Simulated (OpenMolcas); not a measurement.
# Yb3+ in a point-charge field

Yb3+ among 2 point charges of -1 e arranged as a linear pair (D∞h), 2.55 Å from the ion.

* Program: OpenMolcas 26.06
* Method: SS-CASPT2, IPEA 0.25 Eh, imaginary shift 0.1 Eh (closed shells correlated: 5s 5p)
* Basis: ANO-RCC-VTZP [8s7p5d3f2g1h]
* Scalar Hamiltonian: DKH2, point nucleus
* Active space: 13 electrons in 7 orbitals (4f)
* State averaging: 2S+1 = 2 odd, 7 roots
* Spin-orbit coupling: RASSI with atomic mean-field integrals over the reference wave functions

The lowest spin-free states (labels by Λ), above the lowest:

```json
{"State": "2Σ", "Degeneracy": "1", "E (cm-1)": "0", "Free-ion L (%)": "F (100)"}
{"State": "2Π", "Degeneracy": "2", "E (cm-1)": "190", "Free-ion L (%)": "F (100)"}
{"State": "2Δ", "Degeneracy": "2", "E (cm-1)": "820", "Free-ion L (%)": "F (100)"}
{"State": "2Φ", "Degeneracy": "2", "E (cm-1)": "1490", "Free-ion L (%)": "F (100)"}
```

The lowest levels with spin-orbit coupling:

```csv
E (cm-1),Degeneracy,2S+1,J,|mJ| (%),g
0,2,2,3.50,1/2 (100),1.16 4.58 4.58
290,2,2,3.50,3/2 (100),0.00 0.00 3.48
840,2,2,3.50,5/2 (100),0.00 0.00 5.75
1420,2,2,3.50,7/2 (100),0.00 0.00 8.00
10350,2,2,2.50,1/2 (100),0.84 2.58 2.58
10880,2,2,2.50,3/2 (100),0.00 0.00 2.52
11620,2,2,2.50,5/2 (100),0.00 0.00 4.25
```

Powder χT (cm3 K/mol): 1.37 at 2 K, 1.41 at 10 K, 1.65 at 50 K, 1.92 at 100 K, 2.22 at 200 K, 2.35 at 300 K. The effective moment at 300 K is 2.828 √(χT) = 4.33 μB.

Hund's rules give f13 the level 2F7/2 with g = 1.143, so an isolated free-ion multiplet has χT = g² J(J+1) / 8 = 2.571 cm3 K/mol. The computed 2.347 at 300 K differs by -9 %, through the field's splitting, the mixing of terms and any other multiplet in reach.

Stevens parameters of the J = 7/2 multiplet, which is 1425 cm-1 wide (cm-1, z along the main axis): B20 = 3.950e+01, B40 = -9.878e-02, B60 = -1.200e-03.

Point charges carry no covalency, so the field is a model and not that of real ligands. No measured value stands beside these numbers.

The CASPT2 steps took 3.5 s on 1 thread of Arm Neoverse V1, with other jobs on the host; the integral step is not counted.
